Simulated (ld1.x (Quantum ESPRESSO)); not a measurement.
**oxygen (O), ultrasoft: configuration errors across variants**

| Item | Value |
| --- | --- |
| Element | oxygen (O) |
| Generator | ld1.x (Quantum ESPRESSO) 7.5 |
| Type | ultrasoft |
| Functional | PBE |
| Relativity | non-relativistic |
| Frozen core | [He] |
| Valence charge | 6 |
| Reference configuration | 2s1.5 2p4.5 |
| Partial waves | 2s (bound): rcut 0.70, rcutus 0.95 bohr; 2s channel at 2.2 Ry: rcut 0.70, rcutus 0.95 bohr; 2p (bound): rcut 1.40, rcutus 1.65 bohr; 2p channel at -0.15 Ry: rcut 1.40, rcutus 1.65 bohr |
| Local potential | all-electron potential smoothed inside 0.70 bohr (lloc = -2) |
| Core correction | Bessel-smoothed model core inside 0.45 bohr |
| Augmentation charge | PSQ, radius 0.55 bohr |

All-electron excitation energies from the reference (eV): (1) 2s2 2p4 -7.443; (2) 2s2 2p3 8.996; (3) 2s2 2p2 42.589; (4) 2s1 2p5 7.453; (5) 2s2 2p0 173.363; (6) 2s0 2p6 22.385; (7) 2s2 2p1 96.461.

Tests that are not counted but printed errors over 1 eV. “all radii but the core radius scaled by about 1.37 (s 1.30, p 2.26 bohr, rcut 0.96/1.92); local potential all-electron potential smoothed inside 0.96 bohr (lloc = -2); augmentation PSQ, radius 0.76 bohr”: 2s2 2p1 (solver errors, printed error -12.0 eV).

Errors AE − PS in meV (a dash: test not solved or not reliable):

| change | (1) | (2) | (3) | (4) | (5) | (6) | (7) | bound ghosts |
| --- | --- | --- | --- | --- | --- | --- | --- | --- |
| base | +3.7 | +5.7 | +5.3 | +3.7 | +76 | +33 | +9.3 | none |
| all radii but the core radius scaled by about 0.76 (s 0.72, p 1.26 bohr, rcut 0.54/1.08); local potential all-electron potential smoothed inside 0.54 bohr (lloc = -2); augmentation PSQ, radius 0.42 bohr | +6.7 | +14 | +31 | +6.9 | +170 | +63 | +72 | none |
| all radii but the core radius scaled by about 0.86 (s 0.82, p 1.42 bohr, rcut 0.60/1.20); local potential all-electron potential smoothed inside 0.60 bohr (lloc = -2); augmentation PSQ, radius 0.48 bohr | +5.4 | +11 | +22 | +5.4 | +126 | +49 | +50 | none |
| all radii but the core radius scaled by about 0.95 (s 0.90, p 1.56 bohr, rcut 0.66/1.32); local potential all-electron potential smoothed inside 0.66 bohr (lloc = -2); augmentation PSQ, radius 0.52 bohr | +4.3 | +7.7 | +13 | +4.4 | +95 | +39 | +27 | none |
| all radii but the core radius scaled by about 1.04 (s 0.98, p 1.72 bohr, rcut 0.72/1.46); local potential all-electron potential smoothed inside 0.72 bohr (lloc = -2); augmentation PSQ, radius 0.58 bohr | +3.0 | +3.1 | -5.0 | +3.0 | +55 | +27 | -14 | none |
| all radii but the core radius scaled by about 1.12 (s 1.06, p 1.84 bohr, rcut 0.78/1.56); local potential all-electron potential smoothed inside 0.78 bohr (lloc = -2); augmentation PSQ, radius 0.62 bohr | +1.7 | -3.1 | -31 | +1.8 | +24 | +16 | -70 | none |
| all radii but the core radius scaled by about 1.31 (s 1.24, p 2.16 bohr, rcut 0.92/1.84); local potential all-electron potential smoothed inside 0.92 bohr (lloc = -2); augmentation PSQ, radius 0.72 bohr | -0.9 | -31 | -151 | -0.7 | -53 | -7.3 | -286 | none |
| all radii but the core radius scaled by about 1.37 (s 1.30, p 2.26 bohr, rcut 0.96/1.92); local potential all-electron potential smoothed inside 0.96 bohr (lloc = -2); augmentation PSQ, radius 0.76 bohr | -1.7 | -46 | -214 | -1.5 | -70 | -14 | – | none |

Give the same row for: all radii but the core radius scaled by about 1.18 (s 1.12, p 1.96 bohr, rcut 0.82/1.66); local potential all-electron potential smoothed inside 0.82 bohr (lloc = -2); augmentation PSQ, radius 0.66 bohr.

+0.7, -10, -61, +0.8, -7.4, +6.6, -130; bound ghosts: none.
